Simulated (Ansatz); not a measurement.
Born–Oppenheimer molecular dynamics of AlClH4O2Si (9 atoms, charge 0, multiplicity 1). It starts from a relaxed structure.

The calculation used Ansatz 0.2.0, RHF/6-31G*.

| Quantity | Value |
| --- | --- |
| ensemble | NVT, Langevin thermostat |
| time step | 0.25 fs |
| steps asked | 150 |
| set temperature | 300 K |
| friction | 0.05 /fs |
| seed | 375203 |

Frames 0.25 fs apart, positions in Å, forces in eV/Å.

Velocities at 25.0 fs (Å/ps):

```
Al -6.26 -1.50 -0.24
O -3.86 -6.20 -1.29
H 7.07 10.46 9.51
Cl 4.81 3.39 2.31
O -3.29 3.23 -6.09
Si -8.13 0.80 1.40
H 10.27 2.27 -33.36
H -6.59 -22.11 -21.75
H 8.54 7.57 -1.25
```

```xyz
9
Properties=species:S:1:pos:R:3:forces:R:3 time_fs=25.0 energy_less_start_eV=0.199 T=397
Al -0.004 -0.179 0.229 0.30 0.78 -0.05
O 0.328 0.314 1.812 0.57 -0.28 -1.04
H -0.278 0.315 2.517 -0.65 -0.03 0.76
Cl 1.492 0.253 -1.200 -0.17 -0.22 0.25
O -1.490 -0.699 -0.309 -0.13 -0.46 0.25
Si -2.799 -1.444 -0.968 0.06 1.03 1.33
H -2.849 -2.841 -0.536 0.09 -0.36 -0.30
H -4.026 -0.825 -0.318 0.50 -0.21 -0.81
H -2.604 -1.231 -2.397 -0.58 -0.25 -0.38
9
Properties=species:S:1:pos:R:3:forces:R:3 time_fs=25.2 energy_less_start_eV=0.193 T=426
Al -0.005 -0.179 0.229 0.33 0.78 -0.07
O 0.327 0.312 1.812 0.55 -0.28 -1.01
H -0.276 0.318 2.519 -0.62 -0.02 0.73
Cl 1.493 0.254 -1.200 -0.19 -0.23 0.26
O -1.491 -0.698 -0.311 -0.16 -0.47 0.26
Si -2.801 -1.444 -0.968 0.16 1.06 1.20
H -2.847 -2.840 -0.545 0.09 -0.41 -0.26
H -4.028 -0.830 -0.324 0.45 -0.18 -0.76
H -2.602 -1.229 -2.397 -0.60 -0.25 -0.35
9
Properties=species:S:1:pos:R:3:forces:R:3 time_fs=25.5 energy_less_start_eV=0.188 T=407
Al -0.007 -0.179 0.229 0.36 0.79 -0.08
O 0.326 0.311 1.812 0.52 -0.27 -0.97
H -0.273 0.320 2.523 -0.59 -0.02 0.69
Cl 1.494 0.255 -1.199 -0.21 -0.23 0.28
O -1.492 -0.697 -0.313 -0.20 -0.48 0.28
Si -2.803 -1.444 -0.967 0.25 1.08 1.05
H -2.844 -2.841 -0.554 0.08 -0.46 -0.22
H -4.030 -0.834 -0.330 0.40 -0.15 -0.71
H -2.601 -1.227 -2.398 -0.61 -0.25 -0.32
9
Properties=species:S:1:pos:R:3:forces:R:3 time_fs=25.8 energy_less_start_eV=0.183 T=402
Al -0.008 -0.179 0.229 0.39 0.80 -0.09
O 0.325 0.309 1.812 0.47 -0.27 -0.91
H -0.272 0.323 2.526 -0.54 -0.03 0.63
Cl 1.496 0.256 -1.198 -0.23 -0.24 0.30
O -1.492 -0.697 -0.314 -0.23 -0.49 0.29
Si -2.804 -1.444 -0.966 0.35 1.10 0.90
H -2.840 -2.841 -0.563 0.07 -0.49 -0.19
H -4.031 -0.837 -0.336 0.35 -0.13 -0.67
H -2.599 -1.225 -2.399 -0.63 -0.25 -0.27
9
Properties=species:S:1:pos:R:3:forces:R:3 time_fs=26.0 energy_less_start_eV=0.179 T=415
Al -0.010 -0.180 0.229 0.43 0.81 -0.10
O 0.324 0.308 1.812 0.40 -0.27 -0.80
H -0.270 0.325 2.530 -0.46 -0.03 0.53
Cl 1.497 0.257 -1.198 -0.25 -0.25 0.31
O -1.493 -0.695 -0.316 -0.28 -0.50 0.31
Si -2.806 -1.444 -0.965 0.45 1.11 0.76
H -2.837 -2.843 -0.572 0.06 -0.52 -0.16
H -4.032 -0.840 -0.341 0.31 -0.11 -0.62
H -2.597 -1.223 -2.400 -0.64 -0.26 -0.23
9
Properties=species:S:1:pos:R:3:forces:R:3 time_fs=26.2 energy_less_start_eV=0.175 T=386
Al -0.011 -0.180 0.229 0.46 0.82 -0.12
O 0.324 0.307 1.811 0.32 -0.26 -0.68
H -0.268 0.325 2.534 -0.38 -0.03 0.42
Cl 1.498 0.258 -1.197 -0.27 -0.25 0.33
O -1.493 -0.694 -0.318 -0.32 -0.52 0.32
Si -2.808 -1.444 -0.964 0.54 1.11 0.61
H -2.832 -2.845 -0.582 0.04 -0.53 -0.12
H -4.034 -0.842 -0.347 0.27 -0.09 -0.57
H -2.595 -1.221 -2.401 -0.66 -0.26 -0.19
9
Properties=species:S:1:pos:R:3:forces:R:3 time_fs=26.5 energy_less_start_eV=0.173 T=370
Al -0.012 -0.180 0.229 0.48 0.83 -0.14
O 0.323 0.305 1.811 0.23 -0.25 -0.54
H -0.266 0.325 2.539 -0.28 -0.04 0.29
Cl 1.500 0.259 -1.196 -0.28 -0.26 0.34
O -1.494 -0.693 -0.319 -0.36 -0.53 0.34
Si -2.809 -1.443 -0.964 0.63 1.11 0.47
H -2.828 -2.847 -0.592 0.03 -0.53 -0.09
H -4.036 -0.844 -0.352 0.23 -0.08 -0.53
H -2.592 -1.219 -2.402 -0.68 -0.26 -0.14
9
Properties=species:S:1:pos:R:3:forces:R:3 time_fs=26.8 energy_less_start_eV=0.173 T=370
Al -0.013 -0.180 0.230 0.52 0.84 -0.16
O 0.323 0.304 1.810 0.10 -0.24 -0.36
H -0.265 0.324 2.545 -0.15 -0.04 0.13
Cl 1.501 0.259 -1.195 -0.30 -0.26 0.36
O -1.494 -0.692 -0.321 -0.41 -0.55 0.35
Si -2.811 -1.443 -0.963 0.72 1.11 0.34
H -2.824 -2.849 -0.601 0.02 -0.52 -0.07
H -4.038 -0.847 -0.357 0.20 -0.07 -0.49
H -2.590 -1.216 -2.403 -0.70 -0.26 -0.09
9
Properties=species:S:1:pos:R:3:forces:R:3 time_fs=27.0 energy_less_start_eV=0.173 T=339
Al -0.015 -0.181 0.230 0.56 0.85 -0.18
O 0.322 0.303 1.810 -0.04 -0.23 -0.15
H -0.264 0.324 2.551 -0.01 -0.05 -0.07
Cl 1.502 0.260 -1.194 -0.32 -0.27 0.37
O -1.494 -0.690 -0.323 -0.46 -0.57 0.36
Si -2.812 -1.443 -0.962 0.81 1.08 0.22
H -2.820 -2.852 -0.610 0.01 -0.51 -0.05
H -4.039 -0.849 -0.362 0.16 -0.05 -0.44
H -2.588 -1.213 -2.403 -0.71 -0.27 -0.07
9
Properties=species:S:1:pos:R:3:forces:R:3 time_fs=27.2 energy_less_start_eV=0.175 T=360
Al -0.016 -0.181 0.230 0.59 0.86 -0.20
O 0.322 0.303 1.810 -0.17 -0.22 0.05
H -0.263 0.323 2.556 0.14 -0.06 -0.26
Cl 1.503 0.261 -1.193 -0.33 -0.27 0.38
O -1.494 -0.689 -0.324 -0.50 -0.58 0.38
Si -2.814 -1.443 -0.961 0.91 1.05 0.11
H -2.817 -2.855 -0.619 0.01 -0.49 -0.03
H -4.040 -0.853 -0.367 0.10 -0.02 -0.39
H -2.588 -1.211 -2.403 -0.72 -0.27 -0.05
9
Properties=species:S:1:pos:R:3:forces:R:3 time_fs=27.5 energy_less_start_eV=0.177 T=343
Al -0.017 -0.181 0.231 0.61 0.87 -0.22
O 0.321 0.302 1.810 -0.29 -0.21 0.23
H -0.262 0.321 2.561 0.25 -0.06 -0.42
Cl 1.504 0.261 -1.192 -0.35 -0.28 0.40
O -1.495 -0.688 -0.326 -0.54 -0.60 0.39
Si -2.815 -1.443 -0.961 1.01 1.01 -0.01
H -2.813 -2.858 -0.629 0.00 -0.47 0.00
H -4.041 -0.856 -0.372 0.03 0.00 -0.33
H -2.587 -1.209 -2.403 -0.73 -0.26 -0.02
9
Properties=species:S:1:pos:R:3:forces:R:3 time_fs=27.8 energy_less_start_eV=0.180 T=335
Al -0.018 -0.182 0.231 0.63 0.88 -0.24
O 0.321 0.301 1.809 -0.38 -0.21 0.37
H -0.261 0.319 2.566 0.35 -0.07 -0.56
Cl 1.505 0.261 -1.192 -0.36 -0.28 0.41
O -1.496 -0.686 -0.328 -0.56 -0.60 0.41
Si -2.817 -1.442 -0.960 1.11 0.95 -0.13
H -2.809 -2.861 -0.638 -0.01 -0.45 0.02
H -4.042 -0.860 -0.378 -0.02 0.03 -0.28
H -2.587 -1.208 -2.404 -0.75 -0.26 0.01
```

Of the whole run (38 fs, mean temperature of the second half 318 K): A run of 0.037 ps of so small a system gives no equilibrium averages.

Run time: 2.9 min on 2 threads of Arm Neoverse V2, with other jobs on the host, peak memory 0.18 GiB.
